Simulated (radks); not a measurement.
Results of a calculation; reference values are marked as such.
Q: Excited configurations of Ni+: one electron is placed in a higher orbital outside [Ar] 3d8. The ground configuration is [Ar] 3d9. Code: a radial shooting solver on a logarithmic mesh with Libxc functionals. Model: scalar-relativistic Kohn-Sham, PBE, spin-polarised, spherical densities, point nucleus; open shells are filled with parallel spins first. Excitation = E - E(ground); binding = E(ion) - E, where the ion is the core of charge +2; n* = 2/sqrt(2 binding) in atomic units, and the quantum defect is n - n*.

| outer orbital | excitation (eV) | binding (eV) | n* | quantum defect | eigenvalue (eV) | <r> (bohr) |
|---|---|---|---|---|---|---|
| 4s | 1.714 | 17.845 | 1.746 | 2.254 | -13.837 | 2.510 |
| 4p | 7.525 | 12.034 | 2.127 | 1.873 | -8.880 | 3.156 |
| 4d | 13.436 | 6.123 | 2.981 | 1.019 | -4.458 | 5.387 |
| 5p | 13.786 | 5.773 | 3.070 | 1.930 | -4.537 | 6.990 |
| 5d | 15.878 | 3.681 | 3.845 | 1.155 | -2.834 | 10.24 |
| 6p | 16.146 | 3.412 | 3.994 | 2.006 | -2.749 | 12.14 |
| 7s | 16.942 | 2.617 | 4.560 | 2.440 | -2.134 | 16.54 |
| 7d | 17.838 | 1.721 | 5.624 | 1.376 | -1.403 | 23.94 |
| 7f | 18.266 | 1.293 | 6.488 | 0.512 | -1.052 | 31.00 |

Estimate the row for 5f.

A: excitation (eV) 17.148; binding (eV) 2.411; n* 4.751; quantum defect 0.249; eigenvalue (eV) -1.870; <r> (bohr) 14.78. The Delta-SCF ionisation energy is 19.559 eV (NIST Atomic Spectra Database: 18.169 eV, measured). Self-interaction in the functional shifts the binding energies and quantum defects, so they are the method's values and not measured ones. Open shells are spherical and high-spin; term and fine-structure splittings are not resolved.
